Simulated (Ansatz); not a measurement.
**Question.** Name a neutral molecule of C, F, Ti and H with size of the dipole moment (ωB97M-V/def2-TZVPP) between 3.10 and 3.40 D and LUMO energy (PBE0/def2-TZVPP) between -1.90 and -1.60 eV (Ansatz, PBE0-D4/def2-TZVP geometry).

**Answer.** `[F][Ti]12345678([F])([C@H]9[C@@H]1[C@@H]2[C@@H]3[C@H]94)[C@H]1[C@@H]5[C@@H]6[C@@H]7[C@H]18` (3.28 D, -1.61 eV). Other molecules can fit too; these were computed, each in one conformer that needn't be the lowest.
